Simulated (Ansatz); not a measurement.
System: sum formula SiN2H4Br2, charge 0, multiplicity 1. 
Coordinates optimised at B3LYP-D3(BJ)/def2-TZVP (Ansatz, an electronic-structure program):
SMILES: Br[Si](N)(N)Br
```xyz
9

Si     0.0041    -0.7417     0.0331
Br    -0.0880     0.5217    -1.8171
Br     0.0815     0.6825     1.7634
N      1.3802    -1.7114     0.2187
N     -1.3613    -1.7390    -0.0647
H      1.5669    -2.4490    -0.4435
H      2.2213    -1.3352     0.6254
H     -2.2063    -1.4098    -0.5029
H     -1.5403    -2.4167     0.6607
```
Charge 0, spin multiplicity 1.

Parts of the frozen-core correlation energy in def2-TZVPP (Ansatz, hartree). Frozen orbitals: 35; correlated occupied orbitals by spin: 16 and 16; virtual: 205 and 205. Spin-orbit coupling is left out. No relativistic terms.

```csv
term,value
reference (HF),-5545.24089
MP2 opposite-spin,(withheld)
MP2 same-spin,(withheld)
CCSD correlation,(withheld)
(T),-0.03727
T1 diagnostic,0.010
largest doubles amplitude,0.026
```

Problem. Complete the blanks.

Solution. 
- MP2 opposite-spin, value: -0.65062
- MP2 same-spin, value: -0.21460
- CCSD correlation, value: -0.90814
